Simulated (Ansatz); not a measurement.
The cluster Li3Al, relaxed as a triplet with UKS PBE0-D4/def2-TZVP in Ansatz, starting from the PBE0-D4/def2-TZVP geometry of the neutral singlet. Force threshold 0.02 eV/Å.

At PBE0-D4/def2-TZVP a singlet of charge 0 lies 0.18 eV below the triplet, each at its own geometry. The structure comes from a short search, and lower isomers may exist.

Start:

```
atom    x (Å)    y (Å)    z (Å)
 Al1  -1.2419   0.0556   0.0415
 Li2  -0.1421  -0.5871   2.4317
 Li3  -0.2493   0.6264  -2.4131
 Li4   1.6333  -0.0950  -0.0600
```

(1) Estimate the energy that the relaxation releases and the steps that it takes.

(2) Does the start keep its bonding and symmetry?

(3) Predict the relaxed structure.

Results:

(1) 3.7 kcal/mol, in 4 steps; 7.5 s on 4 threads of Arm Neoverse N1 on a shared host. No frequencies were taken in this run, so the end may be a saddle point.

(2) By distances, no bond broke or formed. The bond that changes most is Al1–Li4, from 2.88 to 2.52 Å (atoms count from 1). Point group C2v at the start, C2v at the end, both within 0.05 Å; within 0.015 Å the end is Cs.

(3) 
```xyz
4

Al   -0.9460    0.0399    0.0309
Li   -0.2559   -0.5887    2.4722
Li   -0.3648    0.6429   -2.4449
Li    1.5668   -0.0940   -0.0582
```
Bond lengths (bridged metal pairs left out): 3 × Al–Li 2.52 to 2.61 Å.
